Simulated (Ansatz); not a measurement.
The same isomerisation along the group B, Al, In.

Calculated with Ansatz (gas phase, PBE0-D4/def2-TZVP geometries, no zero-point term in ΔE). CCSD(T)/CBS is the MP2 limit (def2-TZVPP, def2-QZVPP) plus CCSD(T) − MP2 in def2-TZVPP, frozen cores. Functionals use def2-TZVPP. B3LYP here is the variant with VWN-RPA as its local correlation; programs differ in this. def2 core potentials past Kr. For In outer-core shells are correlated without core-valence functions, which leaves a few kJ/mol of doubt a bond. Each species was taken in one conformer, which may not be the lowest.

```json
{"reaction": "`BC(C)F` → `CBCF`", "B3LYP-D4 (kJ/mol)": "-46", "ωB97X-V (kJ/mol)": "-44"}
{"reaction": "`C[CH](F)[AlH2]` → `[CH3][AlH][CH2]F`", "B3LYP-D4 (kJ/mol)": "-38", "ωB97X-V (kJ/mol)": "-35"}
{"reaction": "`C[CH](F)[InH2]` → `[CH3][InH][CH2]F`", "B3LYP-D4 (kJ/mol)": "-15", "ωB97X-V (kJ/mol)": "-13"}
```

Question: Give the CCSD(T)/CBS values in the same order. (An estimate is asked.)

Answer: Computed: -44, -38, -19 kJ/mol.

Largest T1 diagnostic: 0.013, for `C[CH](F)[InH2]`.
